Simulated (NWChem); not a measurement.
System: H₂PO₄ anion

```xyz
7

O     -0.8820     1.0204    -0.8583
P      0.0000     0.0000    -0.1739
O      0.8820    -1.0204    -0.8583
O     -0.9698    -0.8632     0.9003
O      0.9698     0.8632     0.9003
H     -0.5733    -1.7400     0.9682
H      0.5733     1.7400     0.9682
```
Atoms are numbered in this order, from 1.

Computed with NWChem. Pople sets run with spherical d functions. Sets without diffuse functions describe the anion's extra electron poorly. Structure relaxed at the B3LYP/def2-SVPD level. Not confirmed as a minimum by frequencies. The highest occupied level is positive in some or all of these runs, so the extra electron may be held by the finite basis. Total energies compare along this basis series because the functional is fixed.

```tsv
level	basis functions	energy (Ha)	highest occupied level (eV)	orbital gap (eV)
PBE0/STO-3G	31	-634.7340	5.21	9.33
PBE0/3-21G	53	-639.6285	-1.06	8.66
PBE0/6-31G*	78	-643.1274	-1.74	8.66
PBE0/6-31+G*	98	-643.1679	-2.65	6.52
PBE0/6-311G**	110	-643.2633	-2.17	7.85
PBE0/6-311++G**	132	-643.2865	-2.70	6.18
```
